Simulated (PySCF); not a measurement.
**Nd2S3 at several levels of theory**

Computed with PySCF 2.14.0 (density fitting, no spin-orbit coupling) at the geometry relaxed with PBE0:

```xyz
5
Nd2S3 (singlet in the valence; each metal's 4f electrons, 3 of them, lie in its core potential, out of spins and levels)
Nd    0.0000    0.0000    1.6059
Nd    0.0000    0.0000   -1.6059
S     2.0495    0.0000    0.0000
S    -1.0248    1.7749    0.0000
S    -1.0248   -1.7750    0.0000
```

| level | basis | state | HOMO (eV) | gap (eV) | charge on Nd1 (e) | population of f-type functions on Nd1 (polarisation alone where 4f lies in the core) | dipole about the centre of mass (D) | largest force component (eV/Å) |
| --- | --- | --- | --- | --- | --- | --- | --- | --- |
| PBE0 | Nd lcecp-1-SVP with ECP49, S def2-SVP | singlet | -5.14 | 3.39 | 0.74 | 0.05 | 0.00 | 0.00 |
| BP86 | the same | singlet | -4.28 | 1.75 | 0.61 | 0.04 | 0.00 | 0.27 |
| revPBE | the same | singlet | -4.14 | 1.77 | 0.65 | 0.04 | 0.00 | 0.40 |
| M06-L | the same | singlet | -4.19 | 2.06 | 0.93 | 0.04 | 0.01 | 0.30 |
| wB97X | the same | singlet | -7.09 | 7.09 | 0.79 | 0.05 | 0.00 | 0.10 |

In the lcecp rows the 4f levels are missing from HOMO and gap, and the state counts the valence alone.

Charges are Mulliken's, which hang on the basis. The relaxation used the grid (50, 194), these runs (75, 302) or, all-electron (x2c bases, spin-free X2C Hamiltonian), (99, 590).

Question: What does PBE0 with Nd lcecp-1-TZVP with ECP49, S def2-TZVP give here?

Answer: state singlet, HOMO (eV) -5.21, gap (eV) 3.49, charge on Nd1 (e) 1.12, population of f-type functions on Nd1 (polarisation alone where 4f lies in the core) 0.06, dipole about the centre of mass (D) 0.00, largest force component (eV/Å) 0.18. Time: 21 s on 2 threads of Arm Neoverse V2, with other jobs on the host, from free ions and atoms.

In the first row's basis the gap widens with exact exchange: 1.7 to 2.1 eV for BP86, revPBE, M06-L (none); 3.4 eV for PBE0 (a fixed share); 7.1 eV for wB97X (rising or full at long range).

An lcecp potential fixes the number of 4f electrons, so in runs with it no electron can move into or out of that shell.
